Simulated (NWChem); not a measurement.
System meant: InNH3Cl; SMILES [NH2][InH][Cl]

The following NWChem deck was run.

```
start job
memory heap 200 mb stack 900 mb global 1100 mb
geometry units angstroms noautoz
  In    -0.361758     0.378077     0.001149
  H     -2.019182     0.734305    -0.146561
  Cl     0.326377    -1.881867    -0.008228
  N      1.240814     1.584578     0.053648
  H      2.146200     1.202353     0.305879
  H      1.171024     2.560620     0.319737
end
basis spherical
  * library def2-svp
end
ecp
  In library def2-ecp
end
dft
  odft
  mult 2
  xc xpbe96 cpbe96
  iterations 150
  mulliken
end
task dft energy
```

End of the output:

```
 Summary of "ao basis" -> "" (spherical)
 ------------------------------------------------------------------------------
       Tag                 Description            Shells   Functions and Types
 ---------------- ------------------------------  ------  ---------------------
 *                          def2-svp                  on all atoms

 Summary of "ao basis" -> "ao basis" (spherical)
 ------------------------------------------------------------------------------
       Tag                 Description            Shells   Functions and Types
 ---------------- ------------------------------  ------  ---------------------
 In                         def2-svp                10       26   4s4p2d
 H                          def2-svp                 3        5   2s1p
 Cl                         def2-svp                 8       18   4s3p1d
 N                          def2-svp                 6       14   3s2p1d

 Summary of "ao basis" -> "ao basis" (spherical)
 ------------------------------------------------------------------------------
       Tag                 Description            Shells   Functions and Types
 ---------------- ------------------------------  ------  ---------------------
 In                         def2-svp                10       26   4s4p2d
 H                          def2-svp                 3        5   2s1p
 Cl                         def2-svp                 8       18   4s3p1d
 N                          def2-svp                 6       14   3s2p1d

  number of electrons :                   48
  multiplicity        :                    2
 ------------------------------------------------------------------------
  no. of electrons and multiplicity not compatible                  48
 ------------------------------------------------------------------------
 ------------------------------------------------------------------------
  current input line :
    24: task dft energy
 ------------------------------------------------------------------------
 ------------------------------------------------------------------------
 There is an error in the input file
 ------------------------------------------------------------------------
 For more information see the NWChem manual at https://nwchemgit.github.io

0: no. of electrons and multiplicity not compatible:Received an Error in Communication
```

**Question.** What is wrong, and how is it mended?

**Answer.** The input was rejected before any calculation. Cause: the multiplicity doesn't fit the number of electrons (an even count wants an odd multiplicity, and the reverse). This input runs:
```
start job
memory heap 200 mb stack 900 mb global 1100 mb
geometry units angstroms noautoz
  In    -0.361758     0.378077     0.001149
  H     -2.019182     0.734305    -0.146561
  Cl     0.326377    -1.881867    -0.008228
  N      1.240814     1.584578     0.053648
  H      2.146200     1.202353     0.305879
  H      1.171024     2.560620     0.319737
end
basis spherical
  * library def2-svp
end
ecp
  In library def2-ecp
end
dft
  xc xpbe96 cpbe96
  iterations 150
  mulliken
end
task dft energy
```
It converges to -706.48095 Ha (PBE/def2-SVP with def2 effective core potentials on In).
